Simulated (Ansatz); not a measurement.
Relaxation of CH₆GeSSi (10 atoms, charge 0, multiplicity 1), to a largest force component of 0.015 eV/Å in at most 40 steps.

The calculation used RKS r2SCAN-D4/def2-SVP in Ansatz 0.2.0.

```xyz
10
Properties=species:S:1:pos:R:3
S -1.694 0.227 -1.860
Si -1.085 0.019 0.154
C 0.248 -1.173 0.353
Ge 1.307 0.517 0.311
H -1.483 1.647 -1.854
H -1.815 0.598 1.298
H 0.326 -1.659 1.368
H 0.502 -1.795 -0.529
H 1.776 0.896 1.762
H 2.001 0.670 -0.999
```

Problem. Where does it end, and by what steps?

Solution. The forces met the threshold. After 7 steps the energy has fallen by 0.690 eV; H5 moved furthest, 0.43 Å.

```
step  energy less start (eV)  largest force component (eV/Å)  accepted
   0                  0.0000                           1.968       yes
   1                 -0.6353                           0.764       yes
   2                 -0.6790                           0.258       yes
   3                 -0.6830                           0.164       yes
   4                 -0.6878                           0.061       yes
   5                 -0.6892                           0.039       yes
   6                 -0.6898                           0.040       yes
   7                 -0.6902                           0.014       yes
```

```xyz
10
Properties=species:S:1:pos:R:3
S -1.763 0.254 -1.875
Si -0.929 0.246 0.103
C 0.276 -1.178 0.372
Ge 1.344 0.532 0.384
H -1.899 1.598 -1.951
H -1.900 0.527 1.199
H 0.225 -1.718 1.327
H 0.472 -1.855 -0.469
H 1.985 0.859 1.733
H 2.272 0.685 -0.819
```

The run took 28 s on 2 threads of AMD EPYC 7R13 Processor (Zen 3), with other jobs on the host, peak memory 0.19 GiB.
